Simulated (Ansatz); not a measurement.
Gas-phase electronic energies from Ansatz, PBE0-D4/def2-TZVP geometries. CCSD(T)/CBS adds triple-zeta CCSD(T) − MP2 to the extrapolated MP2 energy (def2 sets, frozen cores). Elements past krypton have def2 core potentials. For W, Y outer-core shells are correlated without core-valence functions, which leaves a few kJ/mol of doubt a bond. One conformer a species, not always the lowest.

Consider the redistribution: `[NH2][Y]([OH])[F]` + `[O]=[W]([F])([F])=[S]` → `[OH][Y]([F])[F]` + `[NH2][W](=[O])([F])=[S]`.

```tsv
species	CCSD(T)/CBS(def2) energy (Eh)
`[NH2][Y]([OH])[F]`	-269.91757
`[O]=[W]([F])([F])=[S]`	-739.68280
`[OH][Y]([F])[F]`	-313.85352
`[NH2][W](=[O])([F])=[S]`	-695.78708
```

Problem. Work out ΔE.

Solution. ΔE = (-313.85352) + (-695.78708) − (-269.91757) − (-739.68280) = -0.04023 Eh = -25.2 kcal/mol.

Largest T1 diagnostic among the species: 0.023, so the coupled-cluster value is less sure than usual.

At CCSD(T), def2-SVP lies −1.0 kcal/mol from the extrapolated value and def2-TZVPP +1.7 kcal/mol. From PBE to PBE0 (25 % exact exchange), in def2-TZVPP and without D4, ΔE moves by −1.4 kcal/mol.
